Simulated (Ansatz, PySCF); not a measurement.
Another site gives an ion 67331.68 eV lower (`O[SiH2]Br`) at the level CAM-B3LYP-D3(BJ)/def2-TZVPD (PySCF).

Method: frozen-core CCSD(T)/def2-TZVPD // CAM-B3LYP-D3(BJ)/def2-TZVPD run with Ansatz (an electronic-structure program).

Ansatz 0.2 input:
```yaml
crystal:
  periodic: [false, false, false]
  atoms:
    - { symbol: O, position_ang: [1.197289, 0.163934, 0.353918] }
    - { symbol: Si, position_ang: [-0.384905, -0.064444, 0.050506] }
    - { symbol: F, position_ang: [-0.942874, 1.070644, -0.923348] }
    - { symbol: H, position_ang: [1.856506, -0.002232, -0.322426] }
    - { symbol: H, position_ang: [-1.077121, 0.06016, 1.337153] }
    - { symbol: H, position_ang: [-0.626747, -1.345003, -0.637903] }
basis:
  gaussian: { orbitals: def2-TZVPD }
correlation:
  method: ccsd_t
```

Output:

```
Functional definition: HF
994 factors; integrals over basis functions are off by at most 1.0e-3 eV
mean field evaluation 1: about -12655.5324 eV, gradient 4.1e1 eV
mean field evaluation 2: about -12655.5930 eV, gradient 4.2e1 eV
mean field evaluation 4: about -12658.5474 eV, gradient 2.3e0 eV
mean field evaluation 8: about -12658.5754 eV, gradient 2.2e-1 eV
mean field evaluation 16: about -12657.4462 eV, gradient 2.7e1 eV
mean field -12658.57548848 eV, -465.1940689111 hartree, gradient 2.8e-6 eV, S^2 0.000000; 0 other end points of the search recorded, 0 dependent functions left out
7 core orbitals not correlated
reference -12658.57548848 eV, -465.1940689111 hartree; 10, 10 occupied and 133, 133 virtual orbitals, 994 factors
second order -16.61938416 eV of doubles, -0.00000000 eV of singles
cycle   1  -16.65675528 eV  change   -3.7e-2 eV  update   8.6e-2
cycle   2  -17.02691205 eV  change   -3.7e-1 eV  update   2.4e-2
cycle   3  -17.11688520 eV  change   -9.0e-2 eV  update   1.2e-2
cycle   4  -17.10502976 eV  change    1.2e-2 eV  update   2.5e-3
cycle   5  -17.10406364 eV  change    9.7e-4 eV  update   1.1e-3
cycle   6  -17.10473875 eV  change   -6.8e-4 eV  update   3.1e-4
cycle   7  -17.10462377 eV  change    1.1e-4 eV  update   1.1e-4
cycle   8  -17.10456720 eV  change    5.7e-5 eV  update   3.4e-5
cycle   9  -17.10457211 eV  change   -4.9e-6 eV  update   1.2e-5
perturbative correction -0.51938357 eV, -0.0190869942 hartree
Total energy: -12676.19944416 eV, -465.8417373365 hartree
```

Cost: around 30 core-seconds (rough).
